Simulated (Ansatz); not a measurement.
This geometry of ClGeH3O + FH (8 atoms, charge 0, multiplicity 1) is a first-order saddle point.

Level of theory: Ansatz 0.2.0, RKS PBE/def2-SVP.

```xyz
8
Properties=species:S:1:pos:R:3
Ge -0.091 -0.190 0.047
Cl 0.794 0.502 2.377
H 1.302 -0.078 -0.603
H -1.055 1.001 0.184
O -1.177 -1.287 -0.861
H -0.807 -2.185 -0.958
F 0.306 -1.811 1.287
H 0.625 -1.062 2.040
```

(1) Which two structures does it join? (They come from a converged band through this point; their orientation in space is the band's.)

(2) How far does it lie above each of them?

Results:

(1) Bonds broken: Ge1–Cl2, F7–H8. Bonds formed: Ge1–F7, Cl2–H8. ClGeH3O + FH becomes ClH + FGeH3O.

Image 0:

```xyz
8
Properties=species:S:1:pos:R:3
Ge -0.133 0.269 -0.065
Cl 0.147 0.286 2.155
H 1.309 0.281 -0.625
H -1.017 1.481 -0.414
O -1.062 -1.188 -0.463
H -0.581 -1.958 -0.076
F 0.682 -2.509 1.202
H 0.551 -1.774 1.797
```

Image 8:

```xyz
8
Properties=species:S:1:pos:R:3
Ge 0.180 -0.294 -0.343
Cl -0.326 -0.286 3.451
H 1.133 -0.260 -1.562
H -0.278 1.035 0.274
O -1.291 -1.247 -0.635
H -1.101 -2.092 -1.085
F 1.142 -1.160 0.893
H 0.439 -0.808 2.521
```

(2) 86.7 kJ/mol above the first and 62.9 kJ/mol above the second. This is the barrier of this one path; another mechanism may lie lower. The orbitals stay closed-shell, which can raise the energy where a bond breaks towards radicals; this wasn't checked here.

Time of the run: 4.2 min on 2 threads of Intel(R) Xeon(R) Platinum 8488C (Sapphire Rapids) (shared host), peak memory 0.16 GiB.
